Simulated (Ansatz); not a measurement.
AlO₃H₃⁺, that is Al(OH)3 with one electron fewer. The state is a doublet with charge 1. Geometry PBE-D4/def2-TZVP, that of the neutral singlet; atoms count from 1.

```tsv
atom	x (Å)	y (Å)	z (Å)
Al1	0.0001	-0.0003	-0.0003
O2	-1.7010	0.0862	0.1162
H3	-2.1635	-0.3521	0.8436
O4	0.8081	0.7777	-1.2876
H5	0.3063	1.2681	-1.9532
O6	0.8931	-0.8637	1.1710
H7	1.8569	-0.9159	1.1103
```

(1) Estimate the Mulliken populations from the PBE0/def2-TZVP orbitals of Ansatz.

(2) Where does the spin sit?

(3) And the Mayer bond orders between bonded heavy atoms (over 0.3)?

## Answers

(1) 
| atom | charge (e) | spin (α − β) |
| --- | --- | --- |
| Al1 | 0.79 | -0.06 |
| O2 | -0.26 | 0.49 |
| H3 | 0.39 | -0.01 |
| O4 | -0.34 | 0.30 |
| H5 | 0.38 | -0.01 |
| O6 | -0.35 | 0.30 |
| H7 | 0.38 | -0.01 |
Mulliken values and Mayer orders depend strongly on the basis.

(2) Summed by element: Al -0.06, O 1.09, H -0.03, of 1 unpaired in all. Largest on single atoms: O2 0.49, O4 0.30, O6 0.30.

(3) Al1–O2 1.11 (1.71 Å); Al1–O4 1.16 (1.71 Å); Al1–O6 1.16 (1.71 Å).
